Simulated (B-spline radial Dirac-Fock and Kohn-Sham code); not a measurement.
## K-line shifts caused by a second vacancy in S⁶⁺

System: the S⁶⁺ ion, configuration [He] 2s2 2p6, inside a Watson sphere of charge -6 and radius 2.4 Å (a model of the Madelung potential; inside it an electron's potential energy is raised by 36.0 eV).

Level of theory: relaxed Dirac-Fock hole states (ΔSCF) with Breit and QED corrections and a finite nucleus; a radial finite-basis atomic code. Each two-hole energy is an average over J within one jj subconfiguration, not an observable level; in light atoms, where LS coupling holds, the j-resolved values are not observed lines, and for a K spectator the Kα1 hypersatellite is nearly forbidden. Correlation energy is missing from these numbers.

Lines without a spectator: Kα2 (K-L2) 2314.7 eV, Kα1 (K-L3) 2315.9 eV. Shifts in eV with one spectator hole (a dash: not computed, or left out as unreliable):

| spectator hole | Kα2 | Kα1 |
| --- | --- | --- |
| L2 (2p1/2) | +13.52 | +16.54 |
| L3 (2p3/2) | +16.13 | +15.26 |

Task: Where does the K-L3 hypersatellite lie, emitted when both K electrons are missing?

Result: +163.4 eV from the normal line, at 2479.3 eV. Removing both K electrons costs 5348.5 eV, which is 229.9 eV more than twice the K binding energy. In light atoms the observed hypersatellite is the ¹S₀ → ¹P₁ component, which lies below this average, and the triplet component is nearly forbidden.

With n spectator holes in 2p, averaged over the 2p shell (energies in eV):

```
n    KαLⁿ   step  hypersatellite KαʰLⁿ
0  2315.5      –                2478.7
1  2331.2  +15.7                2495.9
2  2348.5  +17.2                2514.6
3  2367.2  +18.7                2534.6
4  2387.3  +20.2                2556.1
5  2408.9  +21.6                2579.0
```
